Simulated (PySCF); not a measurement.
## Spinor energies of Sn (tin, neutral)

Start: [Kr] 4d10 5s1 5p3; 5s1/2 filled at m_j = +1/2; 5p3/2 filled at m_j = -1/2, +1/2, +3/2. Calculated with PySCF 2.14 in x2c-TZVPall-2c with one added diffuse shell each of s, p, d, f type (9s10p6d3f, 90 functions): generalised Hartree-Fock with the X2C-1e Hamiltonian and a Gaussian nucleus; one run each with spin-orbit coupling (SO) switched off, then screened by Boettger's factors. This is a chosen level, not necessarily the ground level.

| spinor shell | electrons | ε, spin-free (eV) | ε, screened SO (eV) | weight of nominal j (screened SO) | rms radius, screened SO (bohr) |
| --- | --- | --- | --- | --- | --- |
| 1s1/2 | 2 | -29348.0 | -29345.3 | 1.000 | 0.0333 |
| 2s1/2 | 2 | -4524.2 | -4523.5 | 1.000 | 0.136 |
| 2p1/2 | 2 | -4054.5 | -4214.5 | 1.000 | 0.118 |
| 2p3/2 | 4 | -4054.5 | -3981.5 | 1.000 | 0.123 |
| 3s1/2 | 2 | -913.67 | -913.45 | 1.000 | 0.361 |
| 3p1/2 | 2 | -756.43 | -786.56 | 1.000 | 0.354 |
| 3p3/2 | 4 | -756.43 | -742.59 | 1.000 | 0.366 |
| 3d3/2 | 4 | -514.90 | -520.10 | 1.000 | 0.340 |
| 3d5/2 | 6 | -514.90 | -511.22 | 1.000 | 0.343 |
| 4s1/2 | 2 | -160.87 | -160.81 | 1.000 | 0.875 |
| 4p1/2 | 2 | -111.10 | -116.57 | 0.999 | 0.930 |
| 4p3/2 | 4 | -111.10 | -108.57 | 1.000 | 0.959 |
| 4d3/2 | 4 | -36.515 | -37.210 | 0.968 | 1.18 |
| 4d5/2 | 6 | -36.515 | -35.992 | 0.978 | 1.19 |
| 5s1/2 | 1 | -18.336 | -18.316 | 1.000 | 2.63 |
| 5p3/2 | 3 | -8.547 | -8.553 | 0.638 | 3.29 |

```
   quantity    spin-free  screened SO
E (hartree)  -6172.93819  -6174.40155
        M_J            2            2
       ⟨J²⟩        6.005        6.005
       ⟨L²⟩        0.000        0.028
       ⟨S²⟩        6.005        6.003
```

Each row is a mean over spinors that exchange with the open shell spreads, by up to 0.639 eV (4s1/2).

Rows whose weight is well below 1 are mixtures of j = l ± 1/2: exchange outweighs spin-orbit coupling there, and the label is only the starting occupation.

Breit and QED terms are absent; they matter most for the inner s and p1/2 levels.

Densities and radii are taken from the X2C orbitals without a picture-change correction, which distorts them close to the nucleus.

Without spin-orbit coupling the j labels of p, d and f shells carry no meaning; the spin-free column gives the mean over the occupied spinors of each nl shell.
